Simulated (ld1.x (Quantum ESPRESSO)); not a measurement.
Scattering properties, TM potential for hafnium

* Element: Hf
* Generator: ld1.x (Quantum ESPRESSO) 7.5
* Type: norm-conserving Troullier–Martins (Kleinman–Bylander form)
* Functional: PBE
* Relativity: fully relativistic
* Frozen core: [Kr] 4d10
* Valence charge: 26
* Reference configuration: 4f14 5s2 5p6 5d2 6s1 6p0 (charge +1)
* Partial waves: 5p (bound): rc 1.80 bohr; 5d (bound): rc 2.00 bohr; 4f (bound): rc 1.05 bohr; 5s (bound): rc 1.55 bohr
* Local potential: the s channel
* Core correction: none

Open shells are filled in proportion to 2j + 1 (rel_dist='average').

Occupied shells without a wave of their own: 6s. They enter only through the test configuration that unscreens the potential.

The phase is arctan(r·u′/u) with u = r·R(r), unwrapped; energies in Ry, scanned from -7 to 5 Ry. A pole is an energy at which the radial function vanishes at the test radius. The pseudo phase is shifted by a multiple of π to meet the all-electron one at the reference energy, and phase errors are pseudo minus all-electron; the curves can meet again beyond the range given. Levels narrower than the energy grid can be missing from the lists of poles.

**Question.** For each channel, where are the poles, and over which energies does the pseudopotential scatter like the atom?

**Answer.**

```tsv
channel	radius (bohr)	reference energy (Ry)	poles, all-electron	poles, pseudo	unbroken range about the reference energy with phases within 0.05 rad	phase error 1 Ry above the reference energy (rad)
s	2.21	-5.42	-5.23	-5.23, 3.48	below -1.4	-0.002
p1/2	2.21	-3.53	-3.15	-3.16, 3.57	below -0.6	-0.005
p3/2	2.21	-2.96	-2.41	-2.41	below 0.9	-0.002
d3/2	2.21	-0.70	0.91	0.90	below 4.7	-0.000
d5/2	2.21	-0.66	1.05	1.04	below 4.5	-0.001
f5/2	2.21	-1.81	-1.77	-1.77	the whole range	-0.001
f7/2	2.21	-1.69	-1.64	-1.64	the whole range	-0.001
```

A Bessel basis up to 400 Ry misses an occupied level by 1.14 Ry, so cutoffs and ghosts were not judged. The potential misses its own reference levels by up to 0.6 eV.

Phases in the f5/2 channel:

```json
{"E (Ry)": "-7.00", "all-electron": "1.406", "pseudo": "1.406"}
{"E (Ry)": "-6.74", "all-electron": "1.403", "pseudo": "1.403"}
{"E (Ry)": "-6.48", "all-electron": "1.400", "pseudo": "1.400"}
{"E (Ry)": "-6.22", "all-electron": "1.397", "pseudo": "1.396"}
{"E (Ry)": "-5.96", "all-electron": "1.393", "pseudo": "1.393"}
{"E (Ry)": "-5.70", "all-electron": "1.389", "pseudo": "1.389"}
{"E (Ry)": "-5.44", "all-electron": "1.385", "pseudo": "1.385"}
{"E (Ry)": "-5.18", "all-electron": "1.381", "pseudo": "1.381"}
{"E (Ry)": "-4.92", "all-electron": "1.377", "pseudo": "1.377"}
{"E (Ry)": "-4.66", "all-electron": "1.372", "pseudo": "1.372"}
{"E (Ry)": "-4.40", "all-electron": "1.367", "pseudo": "1.366"}
{"E (Ry)": "-4.14", "all-electron": "1.361", "pseudo": "1.361"}
{"E (Ry)": "-3.88", "all-electron": "1.354", "pseudo": "1.354"}
{"E (Ry)": "-3.62", "all-electron": "1.347", "pseudo": "1.347"}
{"E (Ry)": "-3.36", "all-electron": "1.339", "pseudo": "1.339"}
{"E (Ry)": "-3.10", "all-electron": "1.330", "pseudo": "1.329"}
{"E (Ry)": "-2.84", "all-electron": "1.318", "pseudo": "1.318"}
{"E (Ry)": "-2.58", "all-electron": "1.303", "pseudo": "1.303"}
{"E (Ry)": "-2.32", "all-electron": "1.280", "pseudo": "1.279"}
{"E (Ry)": "-2.06", "all-electron": "1.222", "pseudo": "1.221"}
{"E (Ry)": "-1.80", "all-electron": "-1.424", "pseudo": "-1.424"}
{"E (Ry)": "-1.54", "all-electron": "-1.792", "pseudo": "-1.792"}
{"E (Ry)": "-1.28", "all-electron": "-1.836", "pseudo": "-1.836"}
{"E (Ry)": "-1.02", "all-electron": "-1.863", "pseudo": "-1.864"}
{"E (Ry)": "-0.76", "all-electron": "-1.889", "pseudo": "-1.889"}
{"E (Ry)": "-0.50", "all-electron": "-1.915", "pseudo": "-1.916"}
{"E (Ry)": "-0.24", "all-electron": "-1.945", "pseudo": "-1.947"}
{"E (Ry)": "0.02", "all-electron": "-1.981", "pseudo": "-1.983"}
{"E (Ry)": "0.28", "all-electron": "-2.026", "pseudo": "-2.027"}
{"E (Ry)": "0.54", "all-electron": "-2.082", "pseudo": "-2.084"}
{"E (Ry)": "0.80", "all-electron": "-2.158", "pseudo": "-2.160"}
{"E (Ry)": "1.06", "all-electron": "-2.263", "pseudo": "-2.264"}
{"E (Ry)": "1.32", "all-electron": "-2.415", "pseudo": "-2.414"}
{"E (Ry)": "1.58", "all-electron": "-2.643", "pseudo": "-2.639"}
{"E (Ry)": "1.84", "all-electron": "-2.976", "pseudo": "-2.963"}
{"E (Ry)": "2.10", "all-electron": "-3.388", "pseudo": "-3.365"}
{"E (Ry)": "2.36", "all-electron": "-3.766", "pseudo": "-3.739"}
{"E (Ry)": "2.62", "all-electron": "-4.040", "pseudo": "-4.014"}
{"E (Ry)": "2.88", "all-electron": "-4.223", "pseudo": "-4.200"}
{"E (Ry)": "3.14", "all-electron": "-4.347", "pseudo": "-4.326"}
{"E (Ry)": "3.40", "all-electron": "-4.435", "pseudo": "-4.416"}
{"E (Ry)": "3.66", "all-electron": "-4.500", "pseudo": "-4.482"}
{"E (Ry)": "3.92", "all-electron": "-4.550", "pseudo": "-4.533"}
{"E (Ry)": "4.18", "all-electron": "-4.591", "pseudo": "-4.573"}
{"E (Ry)": "4.44", "all-electron": "-4.624", "pseudo": "-4.607"}
{"E (Ry)": "4.70", "all-electron": "-4.653", "pseudo": "-4.635"}
{"E (Ry)": "4.96", "all-electron": "-4.678", "pseudo": "-4.659"}
```
